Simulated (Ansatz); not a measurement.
CH$_{2}$AlNO (SMILES O=C=[N][AlH2]), singlet, at a GFN2-xTB geometry (such geometries of metal compounds can be far from the true shape), with bond 2-1 at 2.4 times its length; CASSCF(2,3)/cc-pVDZ in Ansatz (a program for electronic structure).

The Ansatz input:
Ansatz 0.2 input:
```yaml
crystal:
  periodic: [false, false, false]
  atoms:
    - {symbol: Al, position_ang: [-0.74414629, -1.47988252, 0.47371477]}
    - {symbol: H, position_ang: [0.87910079, -3.60855498, 3.00262131]}
    - {symbol: H, position_ang: [-2.07655989, -1.89764237, -0.16235581]}
    - {symbol: N, position_ang: [0.02782690, 0.05533932, -0.01771428]}
    - {symbol: C, position_ang: [0.54569867, 1.08523005, -0.34738535]}
    - {symbol: O, position_ang: [1.04365934, 2.07552363, -0.66438125]}
basis:
  gaussian:
    orbitals: cc-pVDZ
hamiltonian:
  xc: hf
magnetization: {spin_polarized: false}
correlation: {active_space: {window: {electrons: 2, orbitals: 3}}}
```

Task: Predict the main parts of the log of this Ansatz run.

Result: 
```
Functional definition: HF
665 factors; integrals over basis functions are off by at most 1.1e-3 eV
mean field evaluation 1: about -11156.0111 eV, gradient 3.6e1 eV
mean field evaluation 2: about -11156.1019 eV, gradient 3.6e1 eV
mean field evaluation 4: about -11160.1663 eV, gradient 3.7e0 eV
mean field evaluation 8: about -11160.2212 eV, gradient 2.6e-1 eV
mean field evaluation 16: about -11155.4039 eV, gradient 1.3e1 eV
mean field -11160.22165753 eV, -410.1305812443 hartree, gradient 1.1e-6 eV, S^2 0.000000; 2 other end points of the search recorded, 0 dependent functions left out
reference -11160.22165753 eV, -410.1305812443 hartree; 18, 18 occupied and 52, 52 virtual orbitals, 665 factors
state -11162.68325139 eV, -410.2210431499 hartree
Total energy: -11162.68325139 eV, -410.2210431499 hartree
```
